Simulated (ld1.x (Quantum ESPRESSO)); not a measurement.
## Mg, TM: configuration errors across variants

magnesium, norm-conserving Troullier–Martins (Kleinman–Bylander form), made with ld1.x (Quantum ESPRESSO) 7.5 (PBE, scalar-relativistic). Core [Ne], reference 3s0.5 3p0 (charge +1.5). Waves: 3p (bound, empty): rc 2.60 bohr; 3s (bound): rc 2.05 bohr. Local part: the s channel. Core correction: Bessel-smoothed model core, default radius (core density twice the valence density).

All-electron excitation energies from the reference (eV): (1) 3s2 3p0 -14.550; (2) 3s1 3p0 -6.590; (3) 3s1.5 3p0 -11.406; (4) 3s0 3p1 -2.222; (5) 3s1 3p1 -11.059; (6) 3s0 3p2 -7.367.

The default core radius of the base comes out at 1.76 bohr.

2 further variants failed, have other tests or too few solved ones, and are left out.

Errors AE − PS in meV (a dash: test not solved or not reliable):

```csv
change,(1),(2),(3),(4),(5),(6),bound ghosts
base,+15,+2.6,+8.4,+1.1,+15,+11,none
type RRKJ; local potential all-electron potential smoothed inside 2.00 bohr (lloc = -2); rho0 0.001,+19,+3.3,+11,-0.3,+11,+3.6,none
wave 3s (bound): rc 2.05 bohr becomes 3s (bound): rc 2.16 bohr,+15,+2.6,+8.4,+1.1,+15,+11,none
wave 3p (bound): rc 2.60 bohr becomes 3p (bound): rc 3.88 bohr,+15,+2.6,+8.4,+1.0,+14,+9.9,none
wave 3p (bound): rc 2.60 bohr becomes 3p (bound): rc 2.90 bohr,+15,+2.6,+8.4,+1.2,+15,+12,none
"all radii but the core radius scaled by about 1.04 (s 2.14, p 2.70 bohr)",+15,+2.6,+8.4,+1.1,+15,+11,none
wave 3p (bound): rc 2.60 bohr becomes 3p (bound): rc 2.84 bohr,+15,+2.6,+8.4,+1.2,+15,+11,none
"type ultrasoft; waves now 3s (bound): rcut 1.80, rcutus 2.05 bohr; 3s channel at -0.65 Ry: rcut 1.80, rcutus 2.05 bohr; 3p (bound): rcut 2.25, rcutus 2.60 bohr; 3p channel at 1.15 Ry: rcut 2.25, rcutus 2.60 bohr; local potential all-electron potential smoothed inside 2.50 bohr (lloc = -1); augmentation PSQ, inside the norm-conserving radii",–,–,–,–,–,–,none
wave 3s (bound): rc 2.05 bohr becomes 3s (bound): rc 2.02 bohr,+15,+2.6,+8.4,+1.1,+15,+11,none
```

Problem. Give the same row for: core correction none.

Solution. +184, +55, +131, +16, +89, +28; bound ghosts: none.
